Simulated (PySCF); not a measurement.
Electron correlation in Zn²⁺ (zinc, charge +2)

[Ar] 3d10, closed-shell 1S. All numbers are calculated (PySCF 2.14, a scalar-relativistic core potential, in cc-pVDZ-PP with ECP10MDF). Frozen: 3s2 3p6; 10 electrons correlated.

Total MP2 correlation energy: -358.81 mhartree.

Same-spin part -132.78 and opposite-spin part -226.03 mhartree; SCS-MP2 scales them by 1/3 and 6/5 to -315.50 mhartree.

| level | correlation energy (mhartree) |
| --- | --- |
| CCSD | -325.27 |
| (T) | -4.64 |
| CCSD(T) | -329.91 |

Diagnostics: T1 = 0.0063, D1 = 0.0090, largest double amplitude 0.020.

Cost of the coupled-cluster step: 0.26 s of wall time on 1 thread of Neoverse-V1 (shared host), for 10 correlated electrons.

Iterations:

```
CC2 = 0
CCSD nocc = 5, nmo = 34
frozen orbitals [0, 1, 2, 3]
max_cycle = 100
direct = 0
conv_tol = 1e-08
conv_tol_normt = 1e-06
diis_space = 8
diis_start_cycle = 0
Init t2, MP2 energy = -225.404585146635  E_corr(MP2) -0.358811765900565
Init E_corr(CCSD) = -0.358811765900563
cycle = 1  E_corr(CCSD) = -0.316127604268985  dE = 0.0426841616  norm(t1,t2) = 0.0340142
cycle = 2  E_corr(CCSD) = -0.327482148162755  dE = -0.0113545439  norm(t1,t2) = 0.0125773
cycle = 3  E_corr(CCSD) = -0.325312731865002  dE = 0.0021694163  norm(t1,t2) = 0.00503833
cycle = 4  E_corr(CCSD) = -0.325222740060354  dE = 8.99918046e-05  norm(t1,t2) = 0.00022663
cycle = 5  E_corr(CCSD) = -0.325265963861857  dE = -4.32238015e-05  norm(t1,t2) = 4.88909e-05
cycle = 6  E_corr(CCSD) = -0.325266123711147  dE = -1.5984929e-07  norm(t1,t2) = 5.01543e-06
cycle = 7  E_corr(CCSD) = -0.325265772769537  dE = 3.5094161e-07  norm(t1,t2) = 6.15161e-07
cycle = 8  E_corr(CCSD) = -0.32526575589881  dE = 1.6870727e-08  norm(t1,t2) = 1.45654e-07
cycle = 9  E_corr(CCSD) = -0.325265764292875  dE = -8.39406467e-09  norm(t1,t2) = 2.22126e-08
CCSD converged
E(CCSD) = -225.3710391450276  E_corr = -0.3252657642928746
CCSD(T) correction = -0.00464448970152532
```
